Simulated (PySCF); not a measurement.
# Ti (titanium, neutral) across methods

[Ar] 3d2 4s1 5s1, high-spin 5F determinant (an excited configuration). Calculation: PySCF 2.14, in aug-cc-pVTZ with one added diffuse shell each of s, p, d, f, g type (9s8p6d4f3g, 118 functions); no relativity, point nucleus.

| method | E (hartree) | mean ε 3d α (eV) | mean ε 4s α (eV) | mean ε 5s α (eV) | Σ⟨r²⟩ (bohr²) | ⟨S²⟩ |
| --- | --- | --- | --- | --- | --- | --- |
| PBE | -848.968 | -9.206 | -7.505 | -1.528 | 117.5 | 6.000 |
| r2SCAN | -849.169 | -9.690 | -7.653 | -1.475 | 118.3 | 6.001 |
| BP86 | -849.300 | -9.284 | -7.657 | -1.573 | 115.8 | 6.000 |
| CAM-B3LYP | -849.235 | -12.475 | -9.285 | -1.994 | 123.6 | 6.001 |
| LDA | -847.135 | -9.154 | -7.717 | -1.519 | 115.7 | 6.000 |
| PBE0 | -849.010 | -11.029 | -8.181 | -1.760 | 119.8 | 6.001 |
| UHF | -848.29062 | -16.136 | -9.902 | -2.197 | 133.1 | 6.003 |

Estimate the same row for B97-3.

E (hartree) = -849.094; mean ε 3d α (eV) = -11.018; mean ε 4s α (eV) = -8.035; mean ε 5s α (eV) = -1.703; Σ⟨r²⟩ (bohr²) = 119.6; ⟨S²⟩ = 6.001.

The outer electron is Rydberg-like, and this basis confines it to a smaller radius and binds it less than a complete one would.
